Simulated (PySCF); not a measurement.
C₂H₆BFN₂, SMILES C/N=C/B(N)F.

Geometry optimised at B3LYP-D3(BJ)/def2-SVP. The structure was generated by enumeration; whether it is a known compound was not checked. The values are those of a single conformer.

Two levels are set side by side: TDA-PBE/def2-SVPD (PySCF) and TDA-CAM-B3LYP/def2-SVPD (PySCF). Vertical, same geometry. The lowest singlet is HOMO→LUMO 99 % with PBE and HOMO→LUMO 98 % with the other functional; states are paired by order. Differences are taken from unrounded values.

```tsv
quantity	TDA-PBE
lowest singlet excitation (eV)	3.96
lowest triplet excitation (TDA) (eV)	3.18
first bright state (f over 0.05) (eV)	5.25
its oscillator strength	0.10
```

**Question.** These are the TDA-PBE values. What does TDA-CAM-B3LYP give? (An estimate is asked for; the answer gives what the named calculation found.)

**Answer.** 
```tsv
quantity	TDA-CAM-B3LYP	TDA-PBE minus TDA-CAM-B3LYP
lowest singlet excitation (eV)	4.33	-0.37
lowest triplet excitation (TDA) (eV)	3.48	-0.30
first bright state (f over 0.05) (eV)	6.56	-1.30
its oscillator strength	0.21	-0.11
```

A lower first singlet is the usual sign of a functional without exact exchange. Differences between two approximate levels are no errors against the true value.

Rough cost on one machine, each run with all the roots and properties that it gave: TDA-CAM-B3LYP against TDA-PBE about 4 times.
